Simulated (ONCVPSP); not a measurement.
What one change does to a pseudopotential (Te (Z = 52), ONCV)

Te, optimised norm-conserving Vanderbilt (ONCV), made with ONCVPSP 4.0.1 (LDA (Perdew-Wang 92), scalar-relativistic). Core [Ar] 3d10, reference 4s2 4p6 4d10 5s2 5p4. Waves: 4s+5s: rc 1.30 bohr, ncon 5, nbas 9, qcut 7.8 1/bohr, 2 projectors; 4p+5p: rc 1.15 bohr, ncon 4, nbas 7, qcut 13.1 1/bohr, 2 projectors; 4d: rc 0.90 bohr, ncon 4, nbas 7, qcut 9.2 1/bohr, local. Local part: the d channel. Core correction: Teter function, fcfact 4.25, rcfact 1.35.

All-electron outer shells of the reference configuration (LDA (PZ), scalar-relativistic, ld1.x):

| shell | level (eV) | outermost node (bohr) | outermost maximum (bohr) |
| --- | --- | --- | --- |
| 3p | -803.47 | 0.13 | 0.29 |
| 3d | -560.31 | – | 0.24 |
| 4s | -163.99 | 0.38 | 0.70 |
| 4p | -114.19 | 0.38 | 0.74 |
| 4d | -41.70 | 0.36 | 0.81 |
| 5s | -15.36 | 0.91 | 1.77 |
| 5p | -6.12 | 1.00 | 2.17 |

Change: s: rc 1.5.

Cutoffs: the cutoffs (Ha) at which the residual kinetic energy of the hardest occupied pseudo-wave falls to 1 and 0.1 mHa per electron; they do not see the model core or the augmentation charge, which bear on the density cutoff. Errors are all-electron minus pseudo energies relative to the spin-unpolarised reference configuration.

Q: Predict the effect on cutoff, ghosts and configuration errors.

A: The potential gets neither clearly harder nor softer (95 Ha and 198 Ha → 95 Ha and 198 Ha); the d channel sets the loose cutoff, while the largest relative change is in s, which becomes softer; the errors of the 4 common tests hardly move; neither file shows a bound ghost.

```csv
quantity,base,changed
"cutoff, loose",95 Ha,95 Ha
"cutoff, tight",198 Ha,198 Ha
loose cutoff by channel,"s 42 Ha, p 56 Ha, d 95 Ha","s 26 Ha, p 56 Ha, d 95 Ha"
bound ghosts,none,none
GHOST(+) flags under 300 eV,none,s at 241.6 eV
"error for 4s2 4p6 4d10 5s2 5p3, meV [ΔE 9.91 eV]",-1.8,-1.8
"error for 4s2 4p6 4d10 5s2 5p2, meV [ΔE 28.08 eV]",-5.5,-5.4
"error for 4s2 4p6 4d10 5s2 5p1, meV [ΔE 55.31 eV]",-11,-11
"error for 4s2 4p6 4d9 5s2 5p5, meV [ΔE 38.16 eV]",-0.3,+0.6
p: phases at 1.17 bohr within 0.05 rad from the reference energy up to (Ha; the scan ends near 5),to the end of the scan,to the end of the scan
d: phases at 0.91 bohr within 0.05 rad from the reference energy up to (Ha; the scan ends near 5),to the end of the scan,to the end of the scan
"rms error of d²Exc/dni dnj with the model core, mHa",0.60,0.79
```
